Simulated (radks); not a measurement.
Removal energies from the rhodium ion Rh5+, [Kr] 4d4, by Delta-SCF beside the eigenvalue of the level emptied. Calculated with a radial shooting solver on a logarithmic mesh with Libxc functionals: scalar-relativistic Kohn-Sham, PBE, spin-polarised, spherical densities, finite nucleus; Fermi nuclear charge, rms radius of each element as measured or else 0.836 A^(1/3) + 0.57 fm. Open shells are filled with parallel spins first.

removed from    final configuration  Delta-SCF (eV)  -eigenvalue (eV)
4d                         [Kr] 4d3          80.822            72.412
4p            [Ar] 3d10 4s2 4p5 4d4          126.49            117.30
4s            [Ar] 3d10 4s1 4p6 4d4          160.27            150.56
3d             [Ar] 3d9 4s2 4p6 4d4          394.89            373.68
